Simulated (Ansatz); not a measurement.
`C#[C][GeH2][NH2]` + H–F → `[NH2][GeH2][F]` + `C#C` at 400 K and 1 bar (ligand exchange at a Ge–C bond).

Calculated with Ansatz (gas phase, PBE0-D4/def2-TZVP geometries, no zero-point term in ΔE). CCSD(T)/CBS adds triple-zeta CCSD(T) − MP2 to the extrapolated MP2 energy (def2 sets, frozen cores). This one scheme is used for every species. For Ge outer-core shells are correlated without core-valence functions, which leaves a few kJ/mol of doubt a bond. Scalar relativity is left out up to krypton. Each species was taken in one conformer, which may not be the lowest.

```tsv
species	CCSD(T)/CBS energy (Eh)	H − E (kJ/mol)	S (J/(mol·K))
`C#[C][GeH2][NH2]`	-2209.87304	189.5	358.3
H–F	-100.39570	36.5	182.2
`[NH2][GeH2][F]`	-2233.06137	139.7	319.2
`C#C`	-77.22717	85.5	213.8
```

H − E and S are ideal-gas, rigid-rotor, harmonic terms from PBE0-D4/def2-TZVP, for one conformer and one mirror image of each species. 1 Eh = 2625.50 kJ/mol, R = 8.31446 J/(mol·K).

Task: By hand: ΔE, ΔH, ΔS and ΔG.

Result: ΔE = (-2233.06137) + (-77.22717) − (-2209.87304) − (-100.39570) = -0.01980 Eh = -52.0 kJ/mol. Δ(H − E) = 139.7 + 85.5 − 189.5 − 36.5 = -0.8, so ΔH = -52.8 kJ/mol. ΔS = 319.2 + 213.8 − 358.3 − 182.2 = -7.5 J/(mol·K). ΔG = -52.8 − 400 × (-7.5)/1000 = -49.8 kJ/mol.

Task: By hand: the equilibrium constant, and the temperature at which ΔG would vanish if ΔH and ΔS stayed fixed.

Result: log₁₀ K = −ΔG/(RT ln 10) = 6.5. ΔG = 0 at ΔH/ΔS = 7040 K, far beyond where these terms or the molecules hold.

The number of gas molecules stays the same, so ΔS is small and ΔH decides. A doubt of 5 kJ/mol in ΔE shifts log₁₀ K by 0.7 here. Other conformers and mirror images would add mixing entropy, several J/(mol·K) or more a flexible species. These are equilibria of isolated gas molecules and say nothing of rates. Largest T1 diagnostic: 0.013 (customary marks: 0.02 for closed shells, 0.045 for open ones).
